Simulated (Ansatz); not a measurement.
C2H8SeSi, SMILES `CC[SiH2][SeH]`, relaxed with RKS PBE0-D4/def2-TZVP in Ansatz from a PBE-D4/def2-SVP geometry. The force threshold is 0.005 eV/Å; the program also tests the step.

The species carries charge 0 and has multiplicity 1.

Start:

```xyz
12

C     1.085   -1.046    0.534
C     0.463   -0.336   -0.675
Si   -0.500    1.241   -0.251
Se   -2.243    0.841    1.211
H     1.820   -0.395    1.053
H     1.616   -1.974    0.238
H     0.311   -1.321    1.279
H     1.241   -0.043   -1.416
H    -0.229   -1.014   -1.222
H     0.363    2.215    0.507
H    -1.001    1.899   -1.511
H    -2.926   -0.069    0.253
```

| step | energy (eV) | largest force (eV/Å) | largest move (Å) |
| --- | --- | --- | --- |
| 1 | -75420.1991 | 0.483 | 0.000 |
| 2 | -75420.2398 | 0.138 | 0.032 |
| 3 | -75420.2423 | 0.074 | 0.022 |
| 4 | -75420.2437 | 0.047 | 0.041 |
| 5 | -75420.2439 | 0.011 | 0.009 |
| 6 | -75420.2440 | 0.004 | 0.018 |
| 7 | -75420.2440 | 0.005 | 0.018 |

End:

```xyz
12

C     1.085   -1.037    0.531
C     0.465   -0.335   -0.672
Si   -0.493    1.216   -0.245
Se   -2.213    0.820    1.209
H     1.791   -0.384    1.051
H     1.627   -1.937    0.232
H     0.320   -1.331    1.253
H     1.237   -0.044   -1.394
H    -0.210   -1.012   -1.208
H     0.361    2.185    0.491
H    -1.015    1.856   -1.482
H    -2.953    0.004    0.236
```

It took 25 s on 4 threads of an Arm Neoverse V2 on a shared host, with 0.58 GiB of host memory at the peak.
